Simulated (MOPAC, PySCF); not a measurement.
[Mo(=O)2(OH)2], neutral singlet in the gas phase. 

Z-matrix (Å, degrees):
```
Mo
O 1 1.7018
O 1 1.7020 2 105.50
O 1 1.8797 2 110.64 3 119.95
H 4 0.9758 1 128.33 2 -56.75
O 1 1.8800 2 110.70 3 -119.81
H 6 0.9758 1 128.08 2 61.12
```
Charge 0, multiplicity 1.

All levels are single points at this geometry (BP86-D3(BJ)/def2-SVP); Pople sets use spherical d functions. Orbital energies aren't observables, and empty levels follow the basis.

M06-2X/6-31G* (LANL2DZ on Mo) in PySCF gives gap (eV) = 8.59.

Q: Estimate the gap (eV) from each of these levels: B3LYP-D3(BJ)/def2-TZVP in PySCF; PBE-D3(BJ)/def2-TZVP in PySCF; TPSSh-D3(BJ)/def2-TZVP in PySCF; B3LYP/6-311+G** (LANL2DZ on Mo) in PySCF; B3LYP/6-31G* (LANL2DZ on Mo) in PySCF; B3LYP/LANL2DZ in PySCF; BP86/6-31G* (LANL2DZ on Mo) in PySCF; PBE/6-31G* (LANL2DZ on Mo) in PySCF; SVWN5/6-31G* (LANL2DZ on Mo) in PySCF; HF/6-31G* (LANL2DZ on Mo) in PySCF; AM1 in MOPAC; PM6 in MOPAC.

A: 
```tsv
level	gap (eV)
B3LYP-D3(BJ)/def2-TZVP in PySCF	5.90
PBE-D3(BJ)/def2-TZVP in PySCF	4.10
TPSSh-D3(BJ)/def2-TZVP in PySCF	5.13
B3LYP/6-311+G** (LANL2DZ on Mo) in PySCF	5.59
B3LYP/6-31G* (LANL2DZ on Mo) in PySCF	5.67
B3LYP/LANL2DZ in PySCF	5.59
BP86/6-31G* (LANL2DZ on Mo) in PySCF	3.92
PBE/6-31G* (LANL2DZ on Mo) in PySCF	3.92
SVWN5/6-31G* (LANL2DZ on Mo) in PySCF	3.94
HF/6-31G* (LANL2DZ on Mo) in PySCF	13.48
AM1 in MOPAC	11.51
PM6 in MOPAC	10.68
```
